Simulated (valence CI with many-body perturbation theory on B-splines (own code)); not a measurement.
I2+ in brief

Calculated by valence CI with perturbative core correlation (CI+MBPT): five valence electrons over a frozen Dirac-Fock core [Kr] 4d10, radial functions for each j: 9 s, 9 p, 8 d, 6 f, 3 g, 1 h, with the one-electron correlation potential Σ1, the two-electron term Σ2, the three-electron term Σ3, Breit, model QED; selected CI, second order for the rest, scaled by the run's own slope (own B-spline code, finite nucleus).

No measured spectrum was set against this ion. As an estimate, levels hold to about 250 cm⁻¹ or 0.2 % of their energy and the worst to 1 %, as in measured heavy ions of charge 2 to 7. Core correlation moves these levels by up to 5200 cm⁻¹, and in measured spectra 5 to 20 % of such shifts remained as error; rates that hang on mixing are uncertain with them. Among the levels kept, up to 1200 cm⁻¹ of a level comes from second order outside the variational space, and about a tenth of that is noise between levels of different J, which matters for small intervals.

Rates and lifetimes use the calculated energies. Strong lines usually hold to 10 to 20 %, long lifetimes can be off by a factor of two.

Task: What is the ground level?

Result: 5s²5p³ ⁴S°_3/2, composition 86 % 5s²5p³ ⁴S° + 8 % 5s²5p³ ²P° + 2 % 5s²5p³ ²D°, g = 1.917.

Task: What are the static dipole polarisabilities of the lowest levels?

Result: 5s²5p³ ⁴S°_3/2 13.4 (tensor -0.046); 5s²5p³ ²D°_3/2 13.7; 5s²5p³ ²D°_5/2 13.8; 5s²5p³ ²P°_1/2 14.1 bohr³, of which the core gives 1.03.

Task: Where does the other parity begin?

Result: At 5s5p⁴ ⁴P_5/2, 85200 cm⁻¹.

Task: Among levels below 152615 cm⁻¹, which E1 lines absorb most strongly from the ground level?

Result: to 5s²5p²5d ⁴P_5/2 at 76.42 nm, f = 1.41; to 5s²5p²5d ⁴P_3/2 at 75.26 nm, f = 1.02; to 5s²5p²5d ⁴P_1/2 at 74.68 nm, f = 0.544.

Task: How well does LS coupling describe the low levels?

Result: Among the lowest 20 levels the leading LS term, summed over configurations, holds 80 % on average. For single configurations the figures are 69 % in LS and 59 % in jj coupling. Terms mix most in the J = 7/2 level at 118468 cm⁻¹, where the leading one holds 51 %.

Task: What is the ionisation energy?

Result: 29.51 eV; NIST lists 29.57 ± 0.025 eV (measured).

Task: Name the longest-lived excited levels whose lifetime is computed, and their main decay.

Result: 5s²5p³ ²D°_5/2 at 14902 cm⁻¹ lives 887 ms, mostly by M1 to 5s²5p³ ⁴S°_3/2; 5s²5p³ ²D°_3/2 at 11723 cm⁻¹ lives 115 ms, mostly by M1 to 5s²5p³ ⁴S°_3/2; 5s²5p²5d ²G_9/2 at 133260 cm⁻¹ lives 40.1 ms, mostly by M1 to 5s²5p²5d ⁴F_9/2. The lifetime of 5s²5p²5d ⁴F_9/2 is too uncertain to give, and may be longer.
